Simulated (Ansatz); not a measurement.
Geometry optimisation, RKS BLYP-D4/def2-SVP in Ansatz.

input.yaml

```yaml
crystal:
  periodic: [false, false, false]
  atoms:
    - { symbol: "N", position_ang: [0.0958, 1.631, 0.824] }
    - { symbol: Si, position_ang: [0.9526, 0.3314, 0.2623] }
    - { symbol: F, position_ang: [1.4738, -0.327, 1.6002] }
    - { symbol: Si, position_ang: [-0.2714, -1.1833, -0.9773] }
    - { symbol: O, position_ang: [-1.8697, -1.3488, -0.3368] }
    - { symbol: H, position_ang: [-0.5276, 1.3656, 1.586] }
    - { symbol: H, position_ang: [0.7315, 2.3294, 1.2405] }
    - { symbol: H, position_ang: [2.131, 0.8894, -0.5255] }
    - { symbol: H, position_ang: [-0.5162, -0.6714, -2.3176] }
    - { symbol: H, position_ang: [0.2973, -2.5318, -1.0071] }
    - { symbol: H, position_ang: [-2.4318, -0.5414, -0.3281] }
basis:
  gaussian: { orbitals: def2-SVP }
hamiltonian:
  xc: blyp
  dispersion: d4
relax:
  f_tol: 0.02
  max_steps: 50
```

Command:

```bash
$ ansatz run input.yaml --threads 2 --pin off --max-ram 3072MiB --backend cpu --events-out ev --progress --plain --runs-dir out
```

Where does it end, and by what steps?

The run converged. After 35 steps the energy has fallen by 0.684 eV; H11 moved furthest, 1.14 Å.

```
step  energy less start (eV)  largest force component (eV/Å)  accepted
   0                  0.0000                           2.658       yes
   2                 -0.5665                           0.336       yes
   4                 -0.6045                           0.200       yes
   6                 -0.6298                           0.263       yes
   8                 -0.6426                           0.316       yes
  10                 -0.6567                           0.373       yes
  12                 -0.6662                           0.252       yes
  14                 -0.6739                           0.130       yes
  16                 -0.6670                           0.835        no
  18                 -0.6776                           0.020       yes
  20                 -0.6788                           0.136       yes
  22                 -0.6803                           0.140       yes
  24                 -0.6812                           0.129       yes
  26                 -0.6818                           0.110        no
  28                 -0.6828                           0.044       yes
  30                 -0.6756                           0.476        no
  32                 -0.6834                           0.051       yes
  34                 -0.6836                           0.042       yes
  35                 -0.6837                           0.010       yes
```

```xyz
11
Properties=species:S:1:pos:R:3
N -0.130 1.155 1.141
Si 1.048 0.348 0.121
F 2.310 -0.321 0.952
Si -0.337 -1.239 -0.950
O -1.818 -0.418 -0.954
H -0.598 0.613 1.876
H 0.065 2.101 1.487
H 1.623 1.429 -0.746
H 0.072 -1.578 -2.353
H -0.410 -2.525 -0.171
H -1.759 0.378 -0.383
```

Run time: 95 s on 2 threads of Arm Neoverse V1, with other jobs on the host, peak memory 0.15 GiB.
